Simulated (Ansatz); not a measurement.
C2H9NSi: a line through the functionals

C2H9NSi has 13 atoms, charge 0, and is taken as a singlet. As SMILES, `CN(C)[SiH3]`. The shape is that of a PBE0-D4/def2-TZVP optimisation.

The vertical ionisation energy (to the doublet cation) y, in eV, basis 6-31G(d); a is the functional's share of exact exchange. Programs: Ansatz 0.2.0.

| functional | program | a | y (eV) |
| --- | --- | --- | --- |
| revPBE | Ansatz | 0 | 8.05 |
| BLYP | Ansatz | 0 | 7.95 |
| B3LYP | Ansatz | 0.2 | 8.26 |
| PBE0 | Ansatz | 0.25 | ? |
| r2SCAN0 | Ansatz | 0.25 | 8.24 |
| BHLYP | Ansatz | 0.5 | 8.22 |

Problem. Fit y = c + s·a to the known rows and predict PBE0.

Solution. 
1. Means of the 5 rows: a = 0.1900, y = 8.144.
2. Σ(Δa)² = 0.172, Σ(Δa·Δy) = 0.0852, so the slope is 0.0852/0.172 = 0.49535.
3. Intercept: 8.144 − (0.49535) × 0.1900 = 8.050. The largest residual of the fit is 0.11.
4. PBE0: 8.050 + (0.49535) × 0.25 = 8.17 eV.

The run gave 8.25 eV, so the prediction is off by -0.08 eV, within the largest residual. The rows scatter widely about the line, so the trend isn't linear in a.
